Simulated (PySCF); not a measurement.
## Indium: a sound run and one with changed settings

Sound run: In⁺ [Kr] 4d10 5s2, In²⁺ [Kr] 4d10 5s1. All numbers are calculated (PySCF 2.14, scalar relativity by spin-free X2C-1e, in x2c-TZVPall). In the sound run the correlated levels freeze [Kr] 4d10. The sound run starts from symmetry-adapted Hartree-Fock orbitals and uses a fine grid where one is needed.

Changed run: no relativity, point nucleus. This setting is unsound on purpose.

```csv
species,method,sound run (hartree),changed run (hartree),converged
In⁺,UHF,-5878.04944,-5633.39420,yes
In⁺,LDA,-5874.86742,-5630.84530,yes
In⁺,PBE0,-5880.36450,-5635.98718,yes
In⁺,MP2,-5878.07228,-5633.41796,yes
In²⁺,UHF,-5877.42342,-5632.80683,yes
In²⁺,LDA,-5874.15398,-5630.17730,yes
In²⁺,PBE0,-5879.67811,-5635.34405,yes
```

Ionisation energy of In⁺:

```tsv
method	sound run (eV)	changed run (eV)
UHF	17.035	15.983
LDA	19.414	18.177
PBE0	18.678	17.500
MP2	17.656	16.630
SCS-MP2	17.781	16.759
```

Most of the change in total energy is the relativistic energy itself. On top of that the contraction fixes the core shape for the Hamiltonian it was made with, so the changed run is not a good calculation with the other Hamiltonian either.

For comparison, NIST gives 18.870 eV between the lowest levels.
